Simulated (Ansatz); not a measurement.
Computed with Ansatz on PBE0-D4/def2-TZVP structures; ΔE is electronic, products minus reactants. CBS: MP2 limit from def2 TZ/QZ plus the TZ coupled-cluster correction, frozen cores. This one scheme is used for every species. Functionals use def2-TZVPP. B3LYP here is the variant with VWN-RPA as its local correlation; programs differ in this. HSE06 is defined as in plane-wave codes. One conformer a species, not always the lowest.

Reaction (formal exchange of groups at the Si–F bond): `F[SiH2][SiH2]S` + CH₄ → `C[SiH2][SiH2]S` + H–F

| level | ΔE (kJ/mol) | difference from CCSD(T)/CBS |
| --- | --- | --- |
| LDA (SPW92) | 114.2 | -9.2 |
| PBE-D4 | 116.4 | -7.0 |
| revPBE-D4 | 113.1 | -10.3 |
| BLYP-D4 | 131.1 | 7.7 |
| r2SCAN-D4 | 129.3 | 5.9 |
| B97M-V | 134.5 | 11.1 |
| PBE0-D4 | 116.7 | -6.7 |
| B3LYP-D4 | 131.5 | 8.1 |
| r2SCANh-D4 | 128.1 | 4.7 |
| r2SCAN0-D4 | 126.6 | 3.2 |
| HSE06-D4 | 116.5 | -6.9 |
| ωB97X-V | 128.9 | 5.5 |
| ωB97M-V | 127.1 | 3.7 |
| PBE-QIDH | 121.7 | -1.7 |
| PBE | 121.3 | -2.1 |
| revPBE | 123.1 | -0.3 |
| BLYP | 140.7 | 17.3 |
| r2SCAN | 130.8 | 7.4 |
| PBE0 | 121.1 | -2.3 |
| B3LYP | 139.2 | 15.8 |
| r2SCANh | 129.7 | 6.3 |
| r2SCAN0 | 128.4 | 5.0 |
| HSE06 | 120.7 | -2.7 |
| CAM-B3LYP | 140.5 | 17.1 |
| LC-ωPBE | 125.4 | 2.0 |
| RPA@PBE/def2-TZVPP | 125.1 | 1.7 |
| MP2/def2-SVP | 121.5 | -1.9 |
| CCSD/def2-SVP | 123.7 | 0.3 |
| CCSD(T)/def2-SVP | 121.7 | -1.7 |
| HF/def2-TZVPP | 150.8 | 27.4 |
| MP2/def2-TZVPP | 122.5 | -0.9 |
| SCS-MP2/def2-TZVPP | 130.0 | 6.6 |
| CCSD/def2-TZVPP | 126.8 | 3.4 |
| CCSD(T)/def2-TZVPP | 123.3 | -0.1 |
| HF/def2-QZVPP | 152.8 | 29.4 |
| MP2/def2-QZVPP | 123.2 | -0.2 |
| SCS-MP2/def2-QZVPP | 130.6 | 7.2 |
| HF/CBS(def2) | 153.0 | 29.6 |
| MP2/CBS(def2) | 122.6 | -0.8 |
| CCSD/CBS(def2) | 126.9 | 3.5 |
| CCSD(T)/CBS | 123.4 | 0 |

Problem. What do rigid-rotor, harmonic-oscillator terms from PBE0-D4/def2-TZVP frequencies (298.15 K, 1 bar) make of the CCSD(T)/CBS value? (Estimate.)

Solution. Ansatz gave: ΔZPE = -4.1 kJ/mol, ΔH = +120.7 kJ/mol, ΔS = 3 J/(mol·K), ΔG = +119.9 kJ/mol. Modes under 50 cm⁻¹ make the entropy rough.

Largest T1 diagnostic among the species: 0.012.

In def2-TZVPP, CCSD(T) changes the Hartree–Fock value by −27.5 kJ/mol (the triples alone add −3.4 kJ/mol) and MP2 by −28.4 kJ/mol. The D4 term adds −7.6 kJ/mol with B3LYP and −4.4 kJ/mol with PBE0; it sums over pairs of atoms, weighted by their polarisabilities, and B3LYP, whose exchange is more repulsive, gets the larger term.
